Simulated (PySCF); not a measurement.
Members of one series of related molecules.

All values: wB97X-D/def2-SVPD (PySCF) at PBE0-D3(BJ)/def2-SVP geometries, gas phase, one conformer each. Core orbitals are frozen in the response; Δα² is half the sum of the squared differences of the principal polarisabilities. The calculation is non-relativistic, for bromine too. Dipoles and anisotropies that the point group forbids are given as zero.

Problem. Rank by mean static polarisability, highest first.
A. `Cl[Si](Cl)(Cl)Cl`
B. `[H][Si]([H])([H])[H]`
C. `Br[Si](Br)(Br)Br`
D. `F[Si](F)(F)F`
E. `O[Si](O)(O)O`

Solution. C (16.02 Å³), A (11.18 Å³), E (5.81 Å³), B (4.72 Å³), D (3.38 Å³).

All values together:

```
              SMILES                       change  formula  μ (D)  HOMO (eV)  LUMO (eV)  α (Å³)  Δα (Å³)  electrons  α per electron (Å³)
        C[Si](C)(C)C                       parent  C4H12Si   0.00     -10.21       2.11   11.33     0.00         50                0.227
    Cl[Si](Cl)(Cl)Cl  ligand (all four): Me to Cl    SiCl4   0.00     -11.55       0.59   11.18     0.00         82                0.136
[H][Si]([H])([H])[H]   ligand (all four): Me to H     SiH4   0.00     -11.77       1.97    4.72     0.00         18                0.262
        F[Si](F)(F)F   ligand (all four): Me to F     SiF4   0.00     -14.97       1.26    3.38     0.00         50                0.068
    Br[Si](Br)(Br)Br  ligand (all four): Me to Br    SiBr4   0.00     -10.59      -0.27   16.02     0.00        154                0.104
        O[Si](O)(O)O  ligand (all four): Me to OH   H4O4Si   0.00     -11.28       1.31    5.81     0.31         50                0.116
```

Problem. Give the shifts from the parent, `C[Si](C)(C)C`.

Solution. 
| SMILES | change in μ (D) | change in HOMO (eV) | change in LUMO (eV) | change in mean α (Å³) |
| --- | --- | --- | --- | --- |
| Cl[Si](Cl)(Cl)Cl | 0.00 | -1.34 | -1.52 | -0.15 |
| [H][Si]([H])([H])[H] | 0.00 | -1.56 | -0.14 | -6.61 |
| F[Si](F)(F)F | 0.00 | -4.76 | -0.85 | -7.95 |
| Br[Si](Br)(Br)Br | 0.00 | -0.38 | -2.38 | +4.69 |
| O[Si](O)(O)O | 0.00 | -1.07 | -0.80 | -5.52 |

Problem. How closely does the mean polarisability follow the number of electrons in this set?

Solution. The correlation coefficient is 0.84; α per electron runs from 0.068 to 0.262 Å³.
